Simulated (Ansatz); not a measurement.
**Energy profile**

The step: GeH₄S ([SH][GeH3]) + HF → GeH₃F ([F][GeH3]) + H₂S; bonds formed: Ge1–F7, S2–H6; bonds broken: Ge1–S2, H6–F7 (atoms numbered as in the saddle structure below).

Ge1  (-0.496, -0.204, -0.729)
S2  (1.145, -0.597, 1.248)
H3  (0.708, -0.439, -1.662)
H4  (-1.392, 0.819, -1.456)
H5  (-1.279, -1.461, -0.355)
H6  (0.043, 0.558, 1.361)
F7  (-0.826, 1.100, 0.821)
H8  (2.095, 0.223, 0.772)
(Å)

Electronic energies by CCSD(T) at an estimated basis limit (MP2 extrapolated from triple and quadruple zeta, plus CCSD(T) − MP2 in triple zeta), on PBE0-D4/def2-TZVP structures; GeH₅SF, singlet; no counterpoise correction. Ansatz 0.2.0; basis: def2-TZVPP and def2-QZVPP; cores frozen in the correlated methods. Filled d shells of the heavier atoms are correlated. The def2 sets are not built for correlating such inner shells, so the correlated values are less sure here. Extrapolation: Hartree–Fock as exp(−7.88 √X), correlation as X^−2.97.

Problem. Give the profile in kcal/mol, counted from the separated reactants. (To be estimated.)

Solution. Computed:
```json
{"point": "separated: GeH₄S (linked as [SH][GeH3]; Ge1, S2, H3, H4, H5, H8; singlet) + HF (H6, F7; singlet)", "kcal/mol": "0.00"}
{"point": "start structure", "kcal/mol": "-5.57"}
{"point": "saddle", "kcal/mol": "30.81"}
{"point": "end structure", "kcal/mol": "-4.18"}
{"point": "separated: GeH₃F (linked as [F][GeH3]; Ge1, H3, H4, H5, F7; singlet) + H₂S (S2, H6, H8; singlet)", "kcal/mol": "-1.34"}
```

The T1 diagnostic stays at or below 0.013.

For scale, one of the runs: CCSD(T)/def2-TZVPP, 191 basis functions (an equivalent command: `ansatz run in.yaml --threads 4`). Hardware: 4 CPU threads, shared host. Wall time 35 s; peak host memory 2.1 GiB.
